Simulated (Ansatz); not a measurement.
H$_{7}$NSi$_{2}$Zn (`[SiH3][N]([SiH3])[ZnH]`) at its PBE0-D4/def2-TZVP geometry, where that method's forces vanish. Total charge 0; spin multiplicity 1.

```
atom   x (Å)   y (Å)   z (Å)
 Si1   0.960   1.036  -0.796
  N2  -0.118   0.113   0.175
 Si3  -0.404  -1.570  -0.033
 Zn4  -1.023   0.982   1.523
  H5   0.965   2.441  -0.291
  H6   2.356   0.516  -0.739
  H7   0.554   1.063  -2.230
  H8  -1.371  -2.017   1.013
  H9  -0.989  -1.887  -1.367
 H10   0.841  -2.376   0.110
 H11  -1.769   1.698   2.635
```

**Question.** For each bond, give half the difference of the two atoms' forces along it (eV/Å; positive pushes the atoms apart) under PBE-D4, r2SCAN-D4, B3LYP-D4, ωB97M-V in def2-TZVPP. (An estimate is asked.)

**Answer.** Ansatz gave: 
| bond | length (Å) | PBE-D4 | r2SCAN-D4 | B3LYP-D4 | ωB97M-V |
| --- | --- | --- | --- | --- | --- |
| Si1–N2 | 1.720 | 0.19 | 0.08 | 0.09 | 0.10 |
| Si1–H5 | 1.493 | 0.01 | -0.05 | -0.10 | -0.11 |
| Si1–H6 | 1.491 | 0.04 | -0.02 | -0.09 | -0.13 |
| Si1–H7 | 1.491 | 0.03 | -0.02 | -0.09 | -0.13 |
| N2–Si3 | 1.720 | 0.19 | 0.08 | 0.09 | 0.10 |
| N2–Zn4 | 1.841 | -0.01 | 0.00 | 0.21 | 0.15 |
| Si3–H8 | 1.493 | 0.01 | -0.05 | -0.10 | -0.11 |
| Si3–H9 | 1.491 | 0.03 | -0.02 | -0.09 | -0.13 |
| Si3–H10 | 1.491 | 0.04 | -0.02 | -0.09 | -0.13 |
| Zn4–H11 | 1.518 | -0.15 | -0.21 | -0.20 | -0.19 |

B3LYP here is the variant with VWN-RPA as its local correlation; programs differ in this.
